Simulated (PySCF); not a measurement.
# Spin states of GaB⁺

Unrestricted PBE0; PySCF, spin-free X2C with a Gaussian nucleus, basis sets Ga x2c-SVPall, B x2c-SVPall. Outer shells of the fragments: Ga+ 3d10 4s2; B 2s2 2p1.

Followed along the bond (rough minima from three points):

```tsv
2Ms+1	unpaired	⟨S²⟩ at the start	R at minimum (Å)	Te (eV)
2	σ ↑	0.76	2.76	0.00
2	π ↑	0.81	2.42	0.46
4	σ ↑↑, π ↑	3.75	2.06	2.19
```

Solutions found at the starting distance of 2.120 Å, counted from the lowest of them; the search is not exhaustive and high or unbound solutions are not listed, so other states can lie among these:

```tsv
2Ms+1	unpaired	term	E (eV)	⟨S²⟩	⟨Lz²⟩	μ (D)
2	π ↑	²Π	0.00	0.81	1.00	1.30
2	σ ↑	²Σ⁺	0.12	0.76	0.00	2.47
4	σ ↑↑, π ↑	⁴Π	1.60	3.75	1.00	0.75
4	σ ↑, π ↑↑	⁴Σ⁻	1.97	3.77	0.00	0.11
2	σ ↑↑, π ↓	mixed	2.48	1.75	1.00	0.77
2	σ ↑, π ↑↓	mixed	2.92	1.77	2.01	0.29
2	σ ↓, π ↑↑	mixed	3.27	1.76	0.00	0.27
2	σ ↑	mixed	3.71	0.87	2.00	0.66
4	σ ↑, π ↑↑	mixed	4.82	3.78	2.00	2.73
```

A term symbol is given only where ⟨S²⟩ and ⟨Lz²⟩ are close to those of a pure state; real π, δ and φ orbitals otherwise mix terms. A positive dipole points towards B; it is taken about the centre of mass and depends on that origin.

Task: Compare the gap between the two lowest followed solutions at the starting distance with the gap between their minima.

Result: At PBE0 the second solution (doublet, unpaired electrons π ↑) lies -0.12 eV from the first (doublet, unpaired electrons σ ↑) at 2.120 Å and +0.46 eV at the minima; the two curves relax by different amounts, since their minima lie near 2.42 and 2.76 Å.

Spin–orbit coupling is left out. Counting both spins, an empty level lies below a filled one in some of these solutions, because spin and occupation are held.
